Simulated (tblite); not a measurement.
C3H10GeN2Si.
SMILES with atom numbers: `[CH3:1][Si@H:2]([CH2:3][C:4]#[N:5])[GeH2:6][NH2:7]` (hydrogens: H8, H9, H10 on C1; H11 on Si2; H12, H13 on C3; H14, H15 on Ge6; H16, H17 on N7)

Computed with GFN2-xTB (tblite), gas phase: L-BFGS steps from a force-field or distance-geometry start until the largest atomic force falls under 0.01 eV/Å.

The end geometry, which sets the zero of energy:
```
atom  x, y, z in Å
C1     -0.6450   -1.9012   -0.7310
Si2    -0.5134   -0.6999    0.7343
C3     -1.8362    0.6887    0.4502
C4     -1.2828    1.6402   -0.4511
N5     -0.7632    2.3665   -1.1697
Ge6     1.6048    0.3122    0.8538
N7      2.1592    0.6780   -0.8383
H8     -0.4202   -1.3902   -1.6644
H9      0.0695   -2.7121   -0.6234
H10    -1.6350   -2.3409   -0.8180
H11    -0.9308   -1.3671    1.9804
H12    -2.7579    0.2825    0.0342
H13    -2.0721    1.1881    1.3903
H14     2.7089   -0.5749    1.3815
H15     1.6662    1.5296    1.7764
H16     3.0980    1.0396   -0.9377
H17     1.5433    1.2729   -1.3773
```

Problem. These geometries come from the run, each turned onto the end geometry. Order them by energy, lowest first.
A.
```
atom  x, y, z in Å
C1     -0.6217   -1.9006   -0.7268
Si2    -0.5215   -0.6996    0.7408
C3     -1.8540    0.6792    0.4466
C4     -1.2502    1.6911   -0.3488
N5     -0.6824    2.4619   -0.9788
Ge6     1.5856    0.3381    0.8370
N7      2.1348    0.6081   -0.8771
H8     -0.3662   -1.3903   -1.6526
H9      0.0880   -2.7125   -0.5979
H10    -1.6090   -2.3382   -0.8426
H11    -0.9407   -1.3700    1.9838
H12    -2.7344    0.2855   -0.0601
H13    -2.1681    1.1173    1.3943
H14     2.6930   -0.5156    1.4103
H15     1.6395    1.6063    1.6862
H16     3.0770    0.9542   -0.9969
H17     1.5236    1.1970   -1.4272
```
B.
```
atom  x, y, z in Å
C1     -0.5967   -1.6100   -0.9707
Si2    -0.4983   -0.6436    0.6657
C3     -1.8652    0.7232    0.6775
C4     -1.7947    1.4649   -0.5359
N5     -1.6913    2.0111   -1.5373
Ge6     1.5899    0.3869    0.9327
N7      2.4835    0.2444   -0.6479
H8     -0.7390   -0.9300   -1.8093
H9      0.3242   -2.1643   -1.1408
H10    -1.4189   -2.3212   -0.9773
H11    -0.8297   -1.5257    1.7977
H12    -2.8551    0.2826    0.7767
H13    -1.7135    1.4016    1.5165
H14     2.5218   -0.3227    1.8854
H15     1.5804    1.8272    1.4565
H16     3.4575    0.5143   -0.6516
H17     2.0382    0.6733   -1.4477
```
C.
```
atom  x, y, z in Å
C1     -0.6401   -1.7459   -0.8787
Si2    -0.4925   -0.7064    0.7061
C3     -1.8668    0.6542    0.6122
C4     -1.4349    1.6243   -0.3365
N5     -1.0136    2.3627   -1.1051
Ge6     1.5589    0.4301    0.8572
N7      2.3675    0.3208   -0.7702
H8     -0.5458   -1.1163   -1.7604
H9      0.1501   -2.4897   -0.9223
H10    -1.5926   -2.2651   -0.9436
H11    -0.8317   -1.5295    1.8807
H12    -2.8235    0.2363    0.3038
H13    -1.9946    1.1369    1.5812
H14     2.5952   -0.1635    1.7822
H15     1.4276    1.8666    1.3592
H16     3.2998    0.7041   -0.8335
H17     1.8303    0.6926   -1.5421
```
D.
```
atom  x, y, z in Å
C1     -0.6263   -1.6068   -0.9751
Si2    -0.4776   -0.5276    0.5108
C3     -1.7641    0.7968    0.6231
C4     -1.9684    1.5298   -0.6272
N5     -2.1292    2.0791   -1.6070
Ge6     1.6367    0.2723    0.8966
N7      2.7407    0.2685   -0.5907
H8     -1.0349   -1.0855   -1.8588
H9      0.3692   -2.0317   -1.2456
H10    -1.3111   -2.4751   -0.7404
H11    -0.7682   -1.4254    1.6769
H12    -2.7245    0.3180    0.9433
H13    -1.4369    1.4973    1.4416
H14     2.3327   -0.6269    1.9687
H15     1.4866    1.6999    1.5305
H16     3.4275    1.0510   -0.4691
H17     2.2410    0.2782   -1.4873
```
E.
```
atom  x, y, z in Å
C1     -0.6346   -1.8361   -0.7823
Si2    -0.5169   -0.7028    0.7379
C3     -1.8549    0.6774    0.4949
C4     -1.2904    1.6681   -0.3570
N5     -0.7633    2.4214   -1.0420
Ge6     1.5720    0.3655    0.8627
N7      2.2191    0.4900   -0.8342
H8     -0.6588   -1.2451   -1.6952
H9      0.2305   -2.4903   -0.8413
H10    -1.5238   -2.4604   -0.7624
H11    -0.9230   -1.4299    1.9527
H12    -2.7624    0.2770    0.0440
H13    -2.1125    1.1360    1.4493
H14     2.6519   -0.4132    1.5808
H15     1.5659    1.7065    1.5919
H16     3.1618    0.8418   -0.9325
H17     1.6325    1.0059   -1.4773
```

Solution. A (0.002 eV), E (0.008 eV), C (0.017 eV), B (0.041 eV), D (0.567 eV).

In the order of the answer:

```json
{"step": "189", "E above end (eV)": "0.002", "largest force (eV/Å)": "0.05", "rms force component (eV/Å)": "0.011", "rms distance from end (Å)": "0.092", "rms bond change (Å)": "0.001", "bond most changed (Å)": "Ge6–N7 +0.002"}
{"step": "155", "E above end (eV)": "0.008", "largest force (eV/Å)": "0.04", "rms force component (eV/Å)": "0.011", "rms distance from end (Å)": "0.188", "rms bond change (Å)": "0.001", "bond most changed (Å)": "Ge6–N7 +0.003"}
{"step": "132", "E above end (eV)": "0.017", "largest force (eV/Å)": "0.04", "rms force component (eV/Å)": "0.012", "rms distance from end (Å)": "0.352", "rms bond change (Å)": "0.001", "bond most changed (Å)": "Ge6–N7 +0.003"}
{"step": "60", "E above end (eV)": "0.041", "largest force (eV/Å)": "0.10", "rms force component (eV/Å)": "0.030", "rms distance from end (Å)": "0.568", "rms bond change (Å)": "0.003", "bond most changed (Å)": "Si2–Ge6 -0.007"}
{"step": "0", "E above end (eV)": "0.567", "largest force (eV/Å)": "2.56", "rms force component (eV/Å)": "0.753", "rms distance from end (Å)": "0.726", "rms bond change (Å)": "0.043", "bond most changed (Å)": "Si2–C3 -0.089"}
```

The cost below is that of the whole relaxation. Time: 2.9 s wall. Hardware: Arm Neoverse N1, one thread, shared host with 64 logical CPUs at a one-minute load of 62.
